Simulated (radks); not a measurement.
Results of a calculation; reference values are marked as such.
Coulomb parameter of the 3d shell of neutral chromium in the model configuration [Ar] 3d4.5 4s1.5, as a second difference U = [E(n + 0.25) + E(n - 0.25) - 2 E(n)] / (0.25)^2 with all orbitals relaxed. "Bare": the charge of the atom changes with n. "Screened": the 4s shell takes up the change at fixed total charge, which measures U(3d,3d) + U(4s,4s) - 2 U(3d,4s). Level of theory: scalar-relativistic Kohn-Sham, r2SCAN, spin-unpolarised, spherical densities, finite nucleus; meta-GGA in the generalised Kohn-Sham scheme; Fermi nuclear charge, rms radius 3.6452 fm (a radial shooting solver on a logarithmic mesh with Libxc functionals).

| case | configuration | E - E(n) (eV) |
|---|---|---|
| start | [Ar] 3d4.5 4s1.5 | 0.000 |
| bare +0.25 | [Ar] 3d4.75 4s1.5 | -0.754 |
| bare -0.25 | [Ar] 3d4.25 4s1.5 | 1.366 |
| screened +0.25 | [Ar] 3d4.75 4s1.25 | 0.146 |
| screened -0.25 | [Ar] 3d4.25 4s1.75 | -0.021 |

U(bare) = 9.799 eV, U(screened by 4s) = 1.999 eV, against the Slater integral F0(3d,3d) = 18.489 eV with frozen orbitals. The step up makes a negative ion, whose loosely bound charge lowers the bare value.
